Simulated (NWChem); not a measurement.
System: BF

The following NWChem deck was run.

```
start job
memory heap 200 mb stack 900 mb global 1100 mb
geometry units angstroms
  B      0.000000     0.000000    -0.815066
  F      0.000000     0.000000     0.459570
end
basis spherical
  * library aug-cc-pvtz
end
dft
  xc xpbe96 cpbe96
  iterations 150
end
driver
  maxiter 120
end
task dft optimize
task dft freq
```

The level has its own optimisation; frequencies are unscaled.

Problem. Give the results of this calculation. (PBE/aug-cc-pVTZ.) Quantities: basis functions; r B–F (Å); highest harmonic frequency (cm⁻¹); zero-point energy (kcal/mol); dipole (D).

Solution. 
| Quantity | Value |
|---|---|
| number of basis functions | 92 |
| r B–F (Å) | 1.276 |
| highest harmonic frequency (cm⁻¹) | 1348 |
| zero-point energy (kcal/mol) | 1.9 |
| dipole (D) | 1.01 |
